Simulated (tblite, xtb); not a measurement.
MoO4 (SMILES [O]=[Mo-2](=[O])(=[O])=[O]), charge -2, singlet, at a GFN2-xTB geometry (such geometries of metal compounds can be far from the true shape). Base run: GFN1-xTB in xtb 6.7.1.

Geometry (Å):
```xyz
5

Mo     0.0000     0.0000     0.0000
O      1.3920    -0.3025    -0.9606
O      0.4779     0.2967     1.6234
O     -0.8310     1.3733    -0.6125
O     -1.0388    -1.3675    -0.0504
```
Charge -2, spin multiplicity 1.
All else is at xtb's defaults.
Base energy -21.34734 Eh.

Programs used: tblite, xtb; a row that names a program was run with it.

Each row names what was changed in the base input (with any setting that the change needs).

```json
[
 {"change": "base", "ΔE vs base (kJ/mol)": "0.00", "HOMO-LUMO gap (eV)": "6.39", "G_solv (kcal/mol)": "-", "SCF cycles": "7"},
 {"change": "etemp = 1000", "ΔE vs base (kJ/mol)": "0.00", "HOMO-LUMO gap (eV)": "6.39", "G_solv (kcal/mol)": "-", "SCF cycles": "7"},
 {"change": "gbsa = methanol", "ΔE vs base (kJ/mol)": "-925.1", "HOMO-LUMO gap (eV)": "6.41", "G_solv (kcal/mol)": "-221.13", "SCF cycles": "7"},
 {"change": "etemp = 5000", "ΔE vs base (kJ/mol)": "-0.30", "HOMO-LUMO gap (eV)": "6.39", "G_solv (kcal/mol)": "-", "SCF cycles": "7"},
 {"change": "program = tblite; method = gfn1; option = --spin-polarized", "ΔE vs base (kJ/mol)": "0.00", "HOMO-LUMO gap (eV)": "-", "G_solv (kcal/mol)": "-", "SCF cycles": "-"},
 {"change": "file = coord", "ΔE vs base (kJ/mol)": "0.00", "HOMO-LUMO gap (eV)": "6.39", "G_solv (kcal/mol)": "-", "SCF cycles": "7"},
 {"change": "gbsa = chcl3", "ΔE vs base (kJ/mol)": "-608.3", "HOMO-LUMO gap (eV)": "6.36", "G_solv (kcal/mol)": "-145.44", "SCF cycles": "7"},
 {"change": "program = tblite; method = gfn1; option = (--efield, 0,0,0.1)", "ΔE vs base (kJ/mol)": "-0.12", "HOMO-LUMO gap (eV)": "-", "G_solv (kcal/mol)": "-", "SCF cycles": "-"},
 {"change": "program = tblite; method = gfn1; option = (--guess, eeq)", "ΔE vs base (kJ/mol)": "0.00", "HOMO-LUMO gap (eV)": "-", "G_solv (kcal/mol)": "-", "SCF cycles": "-"}
]
```

ALPB and GBSA are two models with their own fitted parameters for each solvent, which aren't always the measured dielectric constant.
